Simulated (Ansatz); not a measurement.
`S=[CH][GeH3]` → `C=S` + `[GeH2]` at 600 K and 1 bar (germylene formation by 1,1-elimination).

Computed with Ansatz on PBE0-D4/def2-TZVP structures; ΔE is electronic, products minus reactants. CCSD(T)/CBS is the MP2 limit (def2-TZVPP, def2-QZVPP) plus CCSD(T) − MP2 in def2-TZVPP, frozen cores. This one scheme is used for every species. For Ge outer-core shells are correlated without core-valence functions, which leaves a few kJ/mol of doubt a bond. Scalar relativity is left out up to krypton.

```csv
species,CCSD(T)/CBS energy (Eh),H − E (kJ/mol),S (J/(mol·K))
`S=[CH][GeH3]`,-2514.29743,146.8,375.5
`C=S`,-436.98974,88.9,261.7
`[GeH2]`,-2077.24753,50.4,247.2
```

H − E and S are ideal-gas, rigid-rotor, harmonic terms from PBE0-D4/def2-TZVP. 1 Eh = 2625.50 kJ/mol, R = 8.31446 J/(mol·K).

**Question.** By hand: ΔE, ΔH, ΔS and ΔG.

**Answer.** ΔE = (-436.98974) + (-2077.24753) − (-2514.29743) = 0.06016 Eh = 158.0 kJ/mol. Δ(H − E) = 88.9 + 50.4 − 146.8 = -7.5, so ΔH = 150.5 kJ/mol. ΔS = 261.7 + 247.2 − 375.5 = 133.4 J/(mol·K). ΔG = 150.5 − 600 × (133.4)/1000 = 70.5 kJ/mol.

**Question.** By hand: the equilibrium constant, and the temperature at which ΔG would vanish if ΔH and ΔS stayed fixed.

**Answer.** log₁₀ K = −ΔG/(RT ln 10) = -6.1. ΔG = 0 at ΔH/ΔS = 1128 K.

The number of gas molecules changes by +1, which sets the sign of ΔS. A doubt of 5 kJ/mol in ΔE shifts log₁₀ K by 0.4 here. These are equilibria of isolated gas molecules and say nothing of rates. Largest T1 diagnostic: 0.016 (customary marks: 0.02 for closed shells, 0.045 for open ones).
